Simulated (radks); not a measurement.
Values are calculated unless marked as measured or tabulated.
Zr I, 40 electrons, occupied as [Kr] 4d2 5s2.

Code: a radial shooting solver on a logarithmic mesh with Libxc functionals. Model: scalar-relativistic Kohn-Sham, r2SCAN, spin-polarised, spherical densities, finite nucleus; open shells are filled with parallel spins first (spin-orbit coupling, left out, can overturn this in heavy ions); meta-GGA in the generalised Kohn-Sham scheme; Fermi nuclear charge, rms radius 4.2694 fm.

Energy parts (eV):
part                       energy
total                  -97935.423
kinetic                100700.826
electron-nucleus      -235798.593
Hartree                 40273.908
exchange-correlation    -3111.565

Orbitals (lengths in bohr, moments of r in powers of bohr; <r^-3> diverges for s and p1/2; r(90%) holds 90 % of the orbital's charge):
orbital,occ.,eigenvalue (eV),r(90%),<r^-3>,<r^4>
1s down,1,-17866.04,0.0664,-,8.892e-06
1s up,1,-17866.03,0.0664,-,8.892e-06
2s up,1,-2487.100,0.251,-,0.001673
2s down,1,-2486.890,0.251,-,0.001673
2p up,3,-2215.435,0.231,2154,0.001204
2p down,3,-2215.289,0.231,2154,0.001204
3s up,1,-412.8062,0.676,-,0.08960
3s down,1,-412.7261,0.676,-,0.08960
3p up,3,-323.3868,0.698,347.1,0.1013
3p down,3,-323.2869,0.698,346.9,0.1013
3d up,5,-177.1597,0.727,44.94,0.1220
3d down,5,-176.9778,0.727,44.93,0.1217
4s up,1,-56.6611,1.78,-,4.365
4s down,1,-55.5020,1.77,-,4.232
4p up,3,-34.0555,2.05,43.92,7.644
4p down,3,-32.6390,2.02,45.12,7.371
5s up,1,-4.8647,5.36,-,355.1
4d up,2,-4.1686,3.71,2.452,86.65
5s down,1,-4.1106,5.89,-,511.3
4d down,0,-2.4940,4.24,2.311,149.5

The highest occupied level is 5s down at -4.111 eV. Summed over all electrons, <r^2> = 66.41 bohr^2, which gives a Langevin (diamagnetic) susceptibility term of -52.6 x 10^-6 cm^3/mol. The electron density at the nucleus is 7.606e+04 e/bohr^3 (large components only). The density falls to 0.001 e/bohr^3 at r = 5.11 bohr. Spin moment in Bohr magnetons: 2. The spin density at the nucleus is 0.702 e/bohr^3 (1s 0.045, 2s -0.375, 3s 0.311, 4s -1.750, 5s 2.470).
